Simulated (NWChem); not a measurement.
Everything below was run with NWChem. System: H3BN, charge 0, spin multiplicity 4, at the geometry of a parent with another charge or spin, in a state set for the comparison that need not be this species' ground state. Its SCF solution wasn't tested for a lower state. Level: ROCCSD(T)/def2-TZVP, 2 core orbitals frozen.

Input file:

```
start mol
memory heap 100 mb stack 700 mb global 1900 mb
geometry units angstroms nocenter noautoz
  B      0.686454    -0.102376     0.000000
  N     -0.630132     0.097522     0.000000
  H      1.461693     0.840100     0.000000
  H      1.143952    -1.234422     0.000000
  H     -1.626991     0.223550     0.000000
  symmetry group Cs
end
basis spherical
  * library def2-tzvp
end
scf
  rohf
  nopen 3
  maxiter 100
  thresh 1e-7
  semidirect memsize 60000000 filesize 0
  # guess.movecs holds the orbitals of an unrestricted PBE0 run
  vectors input guess.movecs swap 5 7 output mol.movecs
end
tce
  freeze core 2
  ccsd(t)
  2eorb
  2emet 13
  thresh 1e-6
  maxiter 100
  tilesize 24
end
task tce energy
```

Part of the output:

```
             Northwest Computational Chemistry Package (NWChem) 7.3.0
             --------------------------------------------------------

                                NWChem Input Module
                                -------------------

 Scaling coordinates for geometry "geometry" by  1.889725989
 (inverse scale =  0.529177249)

 Turning off AUTOSYM since
 SYMMETRY directive was detected!

                             Geometry "geometry" -> ""
                             -------------------------

 Output coordinates in angstroms (scale by  1.889725989 to convert to a.u.)

  No.       Tag          Charge          X              Y              Z
 ---- ---------------- ---------- -------------- -------------- --------------
    1 B                    5.0000     0.68645400    -0.10237600     0.00000000
    2 N                    7.0000    -0.63013200     0.09752200     0.00000000
    3 H                    1.0000     1.46169300     0.84010000     0.00000000
    4 H                    1.0000     1.14395200    -1.23442200     0.00000000
    5 H                    1.0000    -1.62699100     0.22355000     0.00000000

 Effective nuclear repulsion energy (a.u.)      26.9901164708

            Nuclear Dipole moment (a.u.)
            ----------------------------
        X                 Y               Z
 ---------------- ---------------- ----------------
     0.0000000000     0.0000037795     0.0000000000

      Symmetry information
      --------------------

 Group name             Cs
 Group number              2
 Group order               2
 No. of unique centers     5

      Symmetry unique atoms

     1    2    3    4    5


 Summary of "ao basis" -> "" (spherical)
 ------------------------------------------------------------------------------
       Tag                 Description            Shells   Functions and Types
 ---------------- ------------------------------  ------  ---------------------
 *                         def2-tzvp                  on all atoms

 Summary of "ao basis" -> "ao basis" (spherical)
 ------------------------------------------------------------------------------
       Tag                 Description            Shells   Functions and Types
 ---------------- ------------------------------  ------  ---------------------
 B                         def2-tzvp                11       31   5s3p2d1f
 N                         def2-tzvp                11       31   5s3p2d1f
 H                         def2-tzvp                 4        6   3s1p

                                 NWChem SCF Module
                                 -----------------

  ao basis        = "ao basis"
  functions       =    80
  atoms           =     5
  closed shells   =     6
  open shells     =     3
  charge          =   0.00
  wavefunction    = ROHF
  use symmetry    = T
  symmetry adapt  = T

 Summary of "ao basis" -> "ao basis" (spherical)
 ------------------------------------------------------------------------------
       Tag                 Description            Shells   Functions and Types
 ---------------- ------------------------------  ------  ---------------------
 B                         def2-tzvp                11       31   5s3p2d1f
 N                         def2-tzvp                11       31   5s3p2d1f
 H                         def2-tzvp                 4        6   3s1p

      Symmetry analysis of basis
      --------------------------

        a'         57
        a"         23

 Forming initial guess at       0.1s
[...]
    3 H    1     0.06   0.02  0.03  0.01  0.00
    4 H    1     0.06   0.02  0.03  0.01  0.00
    5 H    1     0.01   0.00  0.00 -0.00  0.01

       Multipole analysis of the density wrt the origin
       ------------------------------------------------

     L   x y z        total         open         nuclear
     -   - - -        -----         ----         -------
     0   0 0 0     -0.000000     -3.000000     15.000000

     1   1 0 0     -2.103355      0.349728      0.000000
     1   0 1 0      0.304578     -0.070694      0.000004
     1   0 0 1      0.000000     -0.000000      0.000000

     2   2 0 0     -8.752881     -8.898649     40.095311
     2   1 1 0     -0.345272      0.764569     -4.747406
     2   1 0 1      0.000000     -0.000000      0.000000
     2   0 2 0    -11.314321     -4.224712      8.565263
     2   0 1 1      0.000000     -0.000000      0.000000
     2   0 0 2    -12.835217     -6.901405      0.000000

                   NWChem Extensible Many-Electron Theory Module
                   ---------------------------------------------


            General Information
            -------------------
      Number of processors :     1
         Wavefunction type : Restricted open-shell Hartree-Fock
          No. of electrons :    15
           Alpha electrons :     9
            Beta electrons :     6
           No. of orbitals :   160
            Alpha orbitals :    80
             Beta orbitals :    80
        Alpha frozen cores :     2
         Beta frozen cores :     2
     Alpha frozen virtuals :     0
      Beta frozen virtuals :     0
         Spin multiplicity : quartet
    Number of AO functions :    80
       Number of AO shells :    34
        Use of symmetry is : on
      Symmetry adaption is : on
         Schwarz screening : 0.10D-09

          Correlation Information
          -----------------------
          Calculation type : Coupled-cluster singles & doubles w/ perturbation
   Perturbative correction : (T)
            Max iterations :      100
        Residual threshold : 0.10D-05
     T(0) DIIS level shift : 0.00D+00
     L(0) DIIS level shift : 0.00D+00
     T(1) DIIS level shift : 0.00D+00
     L(1) DIIS level shift : 0.00D+00
     T(R) DIIS level shift : 0.00D+00
     T(I) DIIS level shift : 0.00D+00
   CC-T/L Amplitude update :  5-th order DIIS
                I/O scheme : Global Array Library
        L-threshold :  0.10D-05
        EOM-threshold :  0.10D-05
 no EOMCCSD initial starts read in
 TCE RESTART OPTIONS
 SLICE:      F
 D4D5:       F
 quantumc:   F
 qrotation:  F
 pwtce:      F
 qducc:      F
 nacto:                         0
 nrotv:                         0
 nrot:                          0

            Memory Information
            ------------------
          Available GA space size is     249024000 doubles
          Available MA space size is     104853236 doubles

 Maximum block size supplied by input
 Maximum block size        24 doubles

 tile_dim =     21

 -------------------------------------------------
   1    alpha     a'     4 doubles       0       1
   2    alpha     a'     1 doubles       4       2
   3    alpha     a"     2 doubles       5       3
   4    beta      a'     4 doubles       7       4
   5    alpha     a'    16 doubles      11       5
   6    alpha     a'    17 doubles      27       6
   7    alpha     a'    17 doubles      44       7
   8    alpha     a"    21 doubles      61       8
   9    beta      a'     1 doubles      82       9
  10    beta      a'    16 doubles      83      10
  11    beta      a'    17 doubles      99      11
  12    beta      a'    17 doubles     116      12
  13    beta      a"     2 doubles     133      13
  14    beta      a"    21 doubles     135      14

 Global array virtual files algorithm will be used

 Parallel file system coherency ......... OK

 4-electron integrals stored in orbital form

 v2    file size   =          4267162
 4-index algorithm nr.  13 is used
 imaxsize =       30
 imaxsize ichop =        0


CCSD iterations
 ---------------------------------------------------------
 Iter          Residuum       Correlation     Cpu    Wall
 ---------------------------------------------------------
    1   0.1504415318826  -0.2730814307554     0.3     0.3
    2   0.0461887130489  -0.2880496206831     0.3     0.3
    3   0.0479606709673  -0.2914969423789     0.3     0.3
    4   0.0332717071546  -0.2954995678601     0.3     0.3
    5   0.0418008001265  -0.2937179877066     0.3     0.3
    6   0.0033675926561  -0.2956333773651     0.3     0.3
    7   0.0049866640036  -0.2955993787034     0.3     0.3
    8   0.0032832986718  -0.2958153939240     0.3     0.3
    9   0.0053448803332  -0.2957266279939     0.3     0.3
   10   0.0064423295122  -0.2959302140735     0.3     0.3
   11   0.0002575507584  -0.2959102183528     0.3     0.3
   12   0.0001041429232  -0.2959336890266     0.3     0.3
   13   0.0000772109669  -0.2959364818636     0.3     0.3
   14   0.0000889680879  -0.2959408354869     0.3     0.3
   15   0.0001265054864  -0.2959409973711     0.3     0.3
   16   0.0000094507590  -0.2959423290757     0.3     0.3
   17   0.0000083077274  -0.2959423560033     0.3     0.3
   18   0.0000039702652  -0.2959425792377     0.3     0.3
   19   0.0000050159623  -0.2959425798286     0.3     0.3
   20   0.0000033356097  -0.2959428074223     0.3     0.3
   21   0.0000006098615  -0.2959428513555     0.3     0.3
 -----------------------------------------------------------------
 Iterations converged
 CCSD correlation energy / hartree =        -0.295942851355456
 CCSD total energy / hartree       =       -80.961438713307601

 Singles contributions
     8a'  (beta ) ---     6a'  (beta )        0.2024326661

 Doubles contributions
 CCSD(T)
 Using plain CCSD(T) code
             total no. of tasks          457
 total no. of tasks / no. procs          457
                         wl_min           64           2.0
                         wl_max       479808           8.8
        thresh for no. of tasks          457

 CCSD[T]  correction energy / hartree =        -0.011248353848007
 CCSD[T] correlation energy / hartree =        -0.307191205203464
 CCSD[T] total energy / hartree       =       -80.972687067155604
 CCSD(T)  correction energy / hartree =        -0.010449554911989
 CCSD(T) correlation energy / hartree =        -0.306392406267446
 CCSD(T) total energy / hartree       =       -80.971888268219587

 Task  times  cpu:       17.8s     wall:       17.8s

 Total times  cpu:       17.8s     wall:       17.8s
```
